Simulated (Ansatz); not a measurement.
One change: `[CH3][Y]([CH3])[CH3]` becomes `[CH3][Y]([CH3])[NH2]`.

Ansatz, PBE0-D4/def2-TZVP geometries, multiplicity 1. Each molecule was computed in one conformer, which needn't be the lowest.

Elements past krypton have def2 core potentials.

```csv
property,`[CH3][Y]([CH3])[CH3]`
HOMO energy (PBE0/def2-TZVPP) / eV,-6.34
LUMO energy (B3LYP/def2-TZVPP) / eV,-2.10
HOMO–LUMO gap (PBE0/def2-TZVPP) / eV,4.59
HOMO–LUMO gap (PBE/def2-TZVPP) / eV,2.69
size of the dipole moment (B3LYP/def2-TZVPP) / D,3.88
HOMO energy (ωB97M-V/def2-TZVPP) / eV,-8.61
```

Question: Give the same properties after the change, and the shifts. (An estimate is asked.)

Answer: The calculation gave: 
```csv
property,`[CH3][Y]([CH3])[NH2]`,shift
HOMO energy (PBE0/def2-TZVPP) / eV,-6.20,0.14
LUMO energy (B3LYP/def2-TZVPP) / eV,-1.88,0.22
HOMO–LUMO gap (PBE0/def2-TZVPP) / eV,4.67,0.08
HOMO–LUMO gap (PBE/def2-TZVPP) / eV,2.70,0.01
size of the dipole moment (B3LYP/def2-TZVPP) / D,2.37,-1.51
HOMO energy (ωB97M-V/def2-TZVPP) / eV,-8.48,0.13
```

With PBE0 the HOMO rises by 0.14 eV and the LUMO rises by 0.22 eV, so the gap widens by about 0.08 eV. PBE moves the HOMO by 0.16 eV and ωB97M-V by 0.13 eV. Dipoles are sizes alone; their direction can turn.

B3LYP here is the variant with VWN-RPA as its local correlation; programs differ in this.
